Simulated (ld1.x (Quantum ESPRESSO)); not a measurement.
## What the settings do to the TM potential of lead

Base potential:

```
Element                 : lead (Pb)
Generator               : ld1.x (Quantum ESPRESSO) 7.5
Type                    : norm-conserving Troullier–Martins (Kleinman–Bylander form)
Functional              : PBEsol
Relativity              : scalar-relativistic
Frozen core             : [Xe] 4f14 5d10
Valence charge          : 4
Reference configuration : 6s2 6p2
Partial waves           : 6s (bound): rc 1.80 bohr; 6p (bound): rc 2.70 bohr; 6d channel at 0.35 Ry: rc 2.90 bohr
Local potential         : the d channel
Core correction         : a·sin(br)/r model core, default radius (core density twice the valence density)
```

All-electron outer shells of the reference configuration (PBEsol, scalar-relativistic, ld1.x):

```csv
shell,level (eV),outermost node (bohr),outermost maximum (bohr)
5p,-85.81,0.49,0.88
5d,-21.16,0.52,1.07
6s,-12.10,1.01,1.95
6p,-3.52,1.18,2.63
```

Cutoffs, loose and tight: the cutoffs (Ry, on a coarse ladder) from which the occupation-weighted sum of valence levels, in a spherical-Bessel basis at the reference potential, stays within 10 and 1 mRy of its value at 400 Ry. They do not see the model core or the augmentation charge, which bear on the density cutoff. Test errors are all-electron minus pseudo excitation energies from the reference, over the configurations 6s2 6p1; 6s2 6p0; 6s1 6p0; 6s2 6p1.5; 6s0 6p4; 6s1 6p2; 6s1 6p3. A dash means not determined; rows that change the core or the reference have their own tests. The largest error is taken over the tests solved by every variant that gives reliable tests at all: 6s0 6p4; 6s1 6p2; 6s1 6p3; 6s2 6p0; 6s2 6p1; 6s2 6p1.5.

A true bound ghost makes a file unfit for plane-wave use even where its test errors are small: the radial tests pick states by their node count and pass the ghost by. Where a test does run into it, the solver fails or the error is huge.

The default core radius of the base comes out at 1.90 bohr.

```csv
change,outcome,"cutoff, loose","cutoff, tight",bound ghosts,largest test error (meV)
base,generated,21 Ry,50 Ry,"s, p",-235
"type ultrasoft; waves now 6s (bound): rcut 1.55, rcutus 1.80 bohr; 6s channel at -0.15 Ry: rcut 1.55, rcutus 1.80 bohr; 6p (bound): rcut 2.35, rcutus 2.70 bohr; 6p channel at 0.05 Ry: rcut 2.35, rcutus 2.70 bohr; 6d channel at 0.35 Ry: rcut 2.50, rcutus 2.90 bohr; 6d channel at 1.55 Ry: rcut 2.50, rcutus 2.90 bohr; local potential all-electron potential smoothed inside 1.85 bohr (lloc = -1); augmentation PSQ, radius 1.70 bohr",failed: chargeps: negative rho,–,–,–,–
wave 6p (bound): rc 2.70 bohr becomes 6p (bound): rc 3.74 bohr,generated,21 Ry,50 Ry,"s, p",-222
functional PBE,generated,21 Ry,50 Ry,"s, p",-239
"all radii but the core radius scaled by about 1.33 (s 2.40, p 3.58, d 3.86 bohr)",generated,18 Ry,30 Ry,none,-161
core correction a·sin(br)/r model core inside 2.08 bohr,generated,21 Ry,50 Ry,"s, p",-213
wave 6s (bound): rc 1.80 bohr becomes 6s (bound): rc 1.86 bohr,generated,21 Ry,45 Ry,"s, p",-233
wave 6d channel at 0.35 Ry: rc 2.90 bohr becomes 6d channel at -0.16 Ry: rc 2.90 bohr,generated,21 Ry,50 Ry,"s, p",-203
wave 6d channel at 0.35 Ry: rc 2.90 bohr becomes 6d channel at 0.35 Ry: rc 2.74 bohr,generated,21 Ry,50 Ry,"s, p",-201
fully relativistic,generated,21 Ry,50 Ry,"s, p3/2, p1/2",-220
core correction a·sin(br)/r model core inside 1.82 bohr,generated,21 Ry,50 Ry,"s, p",-240
```
